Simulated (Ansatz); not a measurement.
Gas-phase reaction R1 + R2 → P1, each structure at its B3LYP-D3(BJ)/def2-SVP stationary point, reached from a drawn start (curvature not checked).
R1: HInO (SMILES [OH][In]), charge 0, multiplicity 1.
P1: HInO3 (SMILES [OH][In]1[O][O]1), charge 0, multiplicity 1.
R2: O2 (SMILES O=O), charge 0, multiplicity 3.

P less R. No zero-point or thermal terms; singlets are restricted closed shells; open shells are unrestricted; no spin–orbit coupling. One arrangement of each flexible species, with no search for the lowest.

Frozen-core correlation throughout. In cc and def2 sets filled d and f shells under p-block atoms count as core.

Programs: Ansatz (Gaussian basis) for Hartree–Fock, density functionals and correlated methods. All values are computed, each at the level named. Elements past Kr take the def2 small-core potentials, without spin–orbit coupling.

Total energies in hartree:

```json
[
 {"structure": "R1", "PBE/def2-TZVPPD": "-265.964170", "B3LYP/def2-TZVPPD": "-266.110482", "CCSD(T)/def2-QZVPPD": "-265.074529"},
 {"structure": "P1", "PBE/def2-TZVPPD": "-416.173291", "B3LYP/def2-TZVPPD": "-416.446122", "CCSD(T)/def2-QZVPPD": "-415.226647"},
 {"structure": "R2", "PBE/def2-TZVPPD": "-150.249700", "B3LYP/def2-TZVPPD": "-150.390748", "CCSD(T)/def2-QZVPPD": "-150.175736"}
]
```

### Question
Work out the reaction energy at each level in eV (1 hartree = 27.21139 eV), and say how far PBE/def2-TZVPPD lies from CCSD(T)/def2-QZVPPD.

### Answer
- PBE/def2-TZVPPD: (-416.173291) − (-265.964170) − (-150.249700) = 0.040579 hartree = 1.104 eV
- B3LYP/def2-TZVPPD: (-416.446122) − (-266.110482) − (-150.390748) = 0.055108 hartree = 1.500 eV
- CCSD(T)/def2-QZVPPD: (-415.226647) − (-265.074529) − (-150.175736) = 0.023618 hartree = 0.643 eV
PBE/def2-TZVPPD less CCSD(T)/def2-QZVPPD: 0.461 eV. CCSD(T)/def2-QZVPPD is the level counted from, the highest shown, and no exact or measured value.

Ansatz is a first-principles code.
